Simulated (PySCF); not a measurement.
Identify the unknown among the candidates.

All candidates are C6H11FSSi2.

* 13C NMR: chemical shifts (computed TMS as zero) by class: 117.8 (1 C), 83.4 (1 C), 74.7 (1 C), 13.4 (1 C), 8.8 (1 C), 5.8 (1 C) ppm [GIAO PBE0/pcSseg-1]
* Rotational structure: rotational constants A, B, C: 0.900, 0.547, 0.385 GHz [GFN2-xTB]
* 1H NMR: chemical shifts (computed TMS as zero) by class: 5.12 (1 H), 4.83 (1 H), 4.70 (3 H), 2.15 (3 H), 1.26 (1 H), 0.96 (1 H), 0.21 (1 H) ppm [GIAO PBE0/pcSseg-1]
* NMR, other nuclei: isotropic shieldings of nuclei other than C and H, by class: 402 (1 F), 378 (1 Si), 409 (1 Si), 796 (1 S) ppm [GIAO PBE0/pcSseg-1]
* Dipole: 2.37 D [PBE0/pcSseg-1]

Electronic properties: PySCF, gas phase, density fitting. Levels stand in brackets. Geometry: GFN2-xTB, one conformer, isolated molecule. NMR values are class means; diastereotopic atoms form classes of their own.

Question: Which candidate is it?
A. `CC(=S)[C@@H]1[SiH2]C=C[SiH2][C@H]1F`
B. `C#CCSC[Si]1(F)C[SiH2]C1`
C. `CC#C[Si@@H](S[SiH3])[C@H]1C[C@H]1F`

Answer: C. It is `CC#C[Si@@H](S[SiH3])[C@H]1C[C@H]1F`. Numbering: `[CH3:1][C:2]#[C:3][Si@@H:4]([S:5][SiH3:6])[C@H:7]1[CH2:8][C@H:9]1[F:10]`. Its formula, C6H11FSSi2, gives 3 degrees of unsaturation: 1 ring and 2 π bonds in the structure found. 6 carbons fall into 6 classes; from least to most shielded: alkyne carbon [C2] (117.8 ppm), alkyne carbon [C3] (83.4 ppm), sp3 C–F carbon [C9] (74.7 ppm), three-membered-ring carbon [C8] (13.4 ppm), ring sp3 carbon bound to silicon [C7] (8.8 ppm), propargylic carbon [C1] (5.8 ppm). Hydrogen classes from least to most shielded: 1 H on an SiH silicon, Si4 (5.12 ppm), 1 H on an sp3 C–F carbon, C9 (4.83 ppm), 3 H on an SiH3 silicon, Si6 (4.70 ppm), 3 H on a propargylic carbon, C1 (2.15 ppm), 1 H on a three-membered-ring carbon, C8 (1.26 ppm), 1 H on a three-membered-ring carbon, C8 (0.96 ppm), 1 H on an sp3 carbon bound to silicon, C7 (0.21 ppm). The other shieldings belong to: 402 ppm, alkyl fluorine [F10]; 378 ppm, SiH silicon [Si4]; 409 ppm, SiH3 silicon [Si6]; 796 ppm, sulfur bonded to 2 Si [S5]. The optimised geometry has point group C1 and is an asymmetric top.

The others, at the same levels:
- `C#CCSC[Si]1(F)C[SiH2]C1` fails: it has 5 carbon classes against 6; its computed 13C shifts are 83.8 (1 C), 80.3 (1 C), 29.0 (1 C), 23.8 (1 C), 7.1 (2 C) ppm, 1H shifts are 4.62 (1 H), 4.53 (1 H), 3.22 (2 H), 2.33 (2 H), 1.81 (1 H), 1.05 (2 H), 0.92 (2 H) ppm and rotational constant A is 1.517 GHz (against 0.900 GHz).
- `CC(=S)[C@@H]1[SiH2]C=C[SiH2][C@H]1F` fails: its computed 13C shifts are 271.3 (1 C), 155.4 (1 C), 153.9 (1 C), 86.3 (1 C), 64.3 (1 C), 39.3 (1 C) ppm, 1H shifts are 7.27 (1 H), 7.22 (1 H), 5.60 (1 H), 4.68 (1 H), 4.63 (1 H), 4.54 (1 H), 4.48 (1 H), 4.37 (1 H), 3.27 (3 H) ppm and rotational constant A is 1.259 GHz (against 0.900 GHz).

Each candidate is one conformer, not necessarily the lowest. The conformers computed, where there is a choice (atom-mapped SMILES and torsion angles):
- `[CH3:1][C:2]#[C:3][Si@@H:4]([S:5][SiH3:6])[C@H:7]1[CH2:8][C@H:9]1[F:10]`: C3–Si4–S5–Si6 -57°, C3–Si4–C7–C8 19°
- `[CH:1]#[C:2][CH2:3][S:4][CH2:5][Si:6]1([F:7])[CH2:8][SiH2:9][CH2:10]1`: C2–C3–S4–C5 -61°, C3–S4–C5–Si6 176°, S4–C5–Si6–F7 179°

The conformers of `CC(=S)[C@@H]1[SiH2]C=C[SiH2][C@H]1F` aren't listed.
